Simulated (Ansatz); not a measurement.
Start from `C[Si](C)(N)O` and change one atom or group to get `C[SiH](N)O`.

Ansatz, PBE0-D4/def2-TZVP geometries, multiplicity 1. Each molecule was computed in one conformer, which needn't be the lowest.

```
                             property  `C[Si](C)(N)O`
HOMO–LUMO gap (B3LYP/def2-TZVPP) / eV            7.44
  HOMO energy (B3LYP/def2-TZVPP) / eV           -7.02
LUMO energy (ωB97M-V/def2-TZVPP) / eV            2.13
HOMO energy (ωB97M-V/def2-TZVPP) / eV           -9.63
  HOMO–LUMO gap (PBE/def2-TZVPP) / eV            5.78
    LUMO energy (PBE/def2-TZVPP) / eV           -0.02
```

Problem. Give the same properties after the change, and the shifts. (Best estimate.)

Solution. Computed: 
```json
{"property": "HOMO–LUMO gap (B3LYP/def2-TZVPP) / eV", "`C[SiH](N)O`": "7.72", "shift": "0.28"}
{"property": "HOMO energy (B3LYP/def2-TZVPP) / eV", "`C[SiH](N)O`": "-7.21", "shift": "-0.19"}
{"property": "LUMO energy (ωB97M-V/def2-TZVPP) / eV", "`C[SiH](N)O`": "2.26", "shift": "0.13"}
{"property": "HOMO energy (ωB97M-V/def2-TZVPP) / eV", "`C[SiH](N)O`": "-9.83", "shift": "-0.20"}
{"property": "HOMO–LUMO gap (PBE/def2-TZVPP) / eV", "`C[SiH](N)O`": "6.05", "shift": "0.27"}
{"property": "LUMO energy (PBE/def2-TZVPP) / eV", "`C[SiH](N)O`": "0.05", "shift": "0.07"}
```

With PBE0 the HOMO falls by 0.19 eV and the LUMO rises by 0.09 eV, so the gap widens by about 0.28 eV. PBE moves the HOMO by -0.20 eV and ωB97M-V by -0.20 eV.

B3LYP here is the variant with VWN-RPA as its local correlation; programs differ in this.
